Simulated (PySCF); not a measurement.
dichloro(silyloxy)silane (Cl2H4OSi2), SMILES [SiH3]O[SiH](Cl)Cl. Geometry optimised at PBE-D3(BJ)/def2-SVP. Other conformers were not sampled.

Task: Give the equilibrium geometry at PBE-D3(BJ)/def2-SVP (PySCF confirms it by a frequency run) as a Z-matrix. (The exact figures need the calculation; the answer reports its results.)

Result: Several could match; the one computed here: 
```
O
Si 1 1.6491
Si 1 1.6925 2 137.80
H 2 1.4854 1 109.28 3 169.48
H 3 1.4983 1 107.14 2 149.49
H 3 1.5006 5 110.12 1 -118.78
H 3 1.5024 5 110.29 6 -121.53
Cl 2 2.0682 4 109.79 1 -120.64
Cl 2 2.0712 4 109.99 1 120.33
```
